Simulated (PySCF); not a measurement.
# Dipole response of Bi²⁺ (bismuth, charge +2)

[Xe] 4f14 5d10 6s2 6p1, 2P determinant. Computed with PySCF 2.14 in def2-QZVPPD with the def2 core potential (60 electrons) (8s6p5d4f1g, 88 functions), with a scalar-relativistic core potential. Coupled (time-dependent) response in atomic units; α is the mean over directions.

| method | mean α (bohr³) | α xx, yy, zz | C₆ (like pair) | S(−4) |
| --- | --- | --- | --- | --- |
| LC-wPBE | 16.05 | 15.17, 17.80, 15.17 | 119.6 | 64.24 |

S(−4) is the Cauchy moment in α(ω) = α(0) + S(−4) ω² + …

Spin-orbit coupling is absent.

α(iu) at LC-wPBE:

| u (hartree) | α(iu) (bohr³) |
| --- | --- |
| 0 | 16.05 |
| 0.0500 | 15.89 |
| 0.100 | 15.43 |
| 0.200 | 13.92 |
| 0.300 | 12.09 |
| 0.500 | 8.907 |
| 0.750 | 6.365 |
| 1.00 | 4.854 |
| 1.50 | 3.206 |
| 2.00 | 2.320 |
| 3.00 | 1.387 |
| 5.00 | 0.6471 |

For an ion, C₆ is the dispersion term alone; charge-induced terms of lower order in 1/R come first.

The components differ because the open shell of this determinant is not spherical; for a pure term their mean is the scalar polarisability.

Energies and moments cover only the electrons outside the core potential. Spin-orbit coupling, absent here, splits the open shell strongly.
